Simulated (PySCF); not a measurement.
C2H9GaO, singlet at its PBE0/def2-SVP optimised geometry (Å):

```
13

Ga    -0.6887    -2.0115     0.0000
H      0.9005    -2.0115     0.0000
H     -1.4133    -2.1704     1.4037
C     -1.6448    -2.4872    -1.6652
H     -1.6070    -3.5787    -1.8172
H     -1.1890    -2.0225    -2.5540
H     -2.7054    -2.1955    -1.6239
C     -0.0170     0.9644    -0.7130
O     -0.9254     0.1415     0.0000
H     -0.3574     2.0115    -0.7076
H     -0.0035     0.6043    -1.7494
H      1.0036     0.8961    -0.3036
H     -1.0036     0.4357     0.9155
```

Method: PBE0/def2-TZVP run with PySCF.

Map of the Laplacian of the electron density (e/bohr⁵) on the plane z = 1.2 Å:

```
|88888888888888888888888888888|
|88888888888888888888888888888|
|88888888888888888888888888888|
|88888888888888888888888888888|
|88888888888888888888888888888|
|88888888888888888888888888888|
|88888888888888888888888888888|
|88888888888888888888888888888|
|88888888888888888888888888888|
|88888888888888888888888888888|
|88888888888888888888888888888|
|88888888889998888888888888888|
|88888888899999888888888888888|
|88888888899999888888888888888|
|88888888899999888888888888888|
|88888888889998888888888888888|
|88888888888888888888888888888|
|88888888888888888888888888888|
|88888888888888888888888888888|
|88888888888888888888888888888|
|88888888875788888888888888888|
|88888888840788888888888888888|
|88888888887888888888888888888|
|88888888888888888888888888888|
|88888888888888888888888888888|
|88888888888888888888888888888|
|88888888888888888888888888888|
|88888888888888888888888888888|
|88888888888888888888888888888|
```
Scale: ten equal steps from -0.980 (start of '0') to 0.161 (end of '9'), in the order '0123456789'; x runs from -4.50 to 4.50, y from -4.50 (bottom) to 4.50 (top).
